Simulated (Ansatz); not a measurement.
## C4H10AlB: where a starting geometry ends

The starting geometry of this gas-phase singlet was optimised with GFN2-xTB; its bonds are those of `B[CH2][AlH][CH2]C=C`.

```yaml
atoms:
  - { symbol: C, position_ang: [2.4861, -0.9663, 0.8564] }
  - { symbol: C, position_ang: [-0.6839, -1.4434, -0.7066] }
  - { symbol: C, position_ang: [-0.1053, -0.5741, -1.7696] }
  - { symbol: C, position_ang: [-0.0262, 0.7480, -1.7102] }
  - { symbol: Al, position_ang: [0.8254, -2.0402, 0.4876] }
  - { symbol: B, position_ang: [3.3498, -1.5624, -0.2559] }
  - { symbol: H, position_ang: [4.0357, -2.4935, -0.0515] }
  - { symbol: H, position_ang: [3.2930, -1.1275, -1.3469] }
  - { symbol: H, position_ang: [2.1800, 0.0800, 0.7355] }
  - { symbol: H, position_ang: [2.7985, -1.1519, 1.8888] }
  - { symbol: H, position_ang: [0.6636, -3.4262, 1.1628] }
  - { symbol: H, position_ang: [-1.4349, -0.8810, -0.1353] }
  - { symbol: H, position_ang: [-1.1999, -2.3036, -1.1528] }
  - { symbol: H, position_ang: [0.3010, -1.0914, -2.6320] }
  - { symbol: H, position_ang: [0.4173, 1.3291, -2.5004] }
  - { symbol: H, position_ang: [-0.4230, 1.3001, -0.8728] }
```

**Question.** Predict what becomes of its bonds when it is optimised with r2SCAN-D4/def2-SVP.

**Answer.** New bonds form, giving a structure given below by its coordinates. Distances that change by over a tenth: C2–Al5 (2.02 → 2.29 Å). Contacts that close: C3–Al5 (2.85 → 2.16 Å), C4–Al5 (3.65 → 2.09 Å).

The energy falls by 0.55 eV over 56 steps:

```tsv
step	E − E(last) (eV)
1	0.545
7	0.362
13	0.355
19	0.351
25	0.349
32	0.345
38	0.239
44	0.033
50	0.000
56	0.000
```

Final geometry (Å):

```xyz
16

C     2.7260   -0.8070    0.5110
C    -0.2379   -1.8562   -1.3993
C     0.0976   -0.5260   -1.6399
C    -0.2656    0.5722   -0.7972
Al    0.7299   -0.8281    0.4009
B     2.9249   -2.0241   -0.3663
H     2.8164   -3.1446    0.0903
H     3.1004   -1.9142   -1.5632
H     3.0537    0.1781    0.1445
H     2.8755   -0.9237    1.5975
H    -0.2144   -1.3313    1.5626
H    -1.1497   -2.1130   -0.8468
H     0.2207   -2.6503   -1.9929
H     0.9498   -0.3587   -2.3160
H     0.1109    1.5649   -1.0568
H    -1.2608    0.5577   -0.3317
```

No frequencies were run, so the end isn't proven a minimum. Run with Ansatz 0.2.0, 110 s on 2 threads of Intel(R) Xeon(R) 6975P-C (Granite Rapids), with other jobs on the host.
